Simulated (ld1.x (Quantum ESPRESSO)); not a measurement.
## ruthenium: excitation energies, all-electron against PAW

```json
{
  "Element": "Ru (Z = 44)",
  "Generator": "ld1.x (Quantum ESPRESSO) 7.5",
  "Type": "PAW",
  "Functional": "PBE",
  "Relativity": "scalar-relativistic",
  "Frozen core": "[Ar] 3d10",
  "Valence charge": "16",
  "Reference configuration": "4s2 4p6 4d7 5s1 5p0",
  "Partial waves": "4s (bound): rcut 1.30, rcutus 1.52 bohr; 5s (bound): rcut 1.30, rcutus 1.52 bohr; 4p (bound): rcut 1.85, rcutus 2.40 bohr; 5p (bound, empty): rcut 1.85, rcutus 2.40 bohr; 4d (bound): rcut 1.95, rcutus 2.10 bohr; 4d channel at 2.5 Ry: rcut 1.95, rcutus 2.10 bohr",
  "Local potential": "all-electron potential smoothed inside 2.05 bohr (lloc = -1)",
  "Core correction": "Bessel-smoothed model core inside 1.30 bohr",
  "Augmentation charge": "BESSEL, radius 0.95 bohr"
}
```

Energies are relative to the spin-unpolarised reference configuration 4s2 4p6 4d7 5s1 5p0; without spin polarisation the order of configurations can differ from experiment. Not all tests gave a result: test run stopped at test 5 of 7 (negative rho).

```tsv
valence configuration	charge	ΔE all-electron (eV)	error AE − PS (meV)
4s2 4p6 4d7 5s0 5p0	+1	7.292	-1.3
4s2 4p6 4d6 5s0 5p0	+2	25.479	+29
4s2 4p6 4d7.5 5s0.5 5p0	0	-0.317	+4.5
```

(1) What are ΔE and the potential's error for 4s2 4p6 4d5 5s0 5p0?

Levels in the configuration 4s2 4p6 4d6 5s0 5p0:

```csv
level,all-electron (eV),pseudo (eV)
4s,-96.506,-96.546
4p,-66.414,-66.221
4d,-24.137,-24.067
```

## Answers

(1) ΔE = 56.101 eV all-electron; the error (AE − PS) is +137 meV.

These tests converged, but a pseudo level misses the all-electron one widely, so the file describes the atom poorly there or has found another state: 4s2 4p6 4d5 5s0 5p0: empty 5p by 15.0 eV.
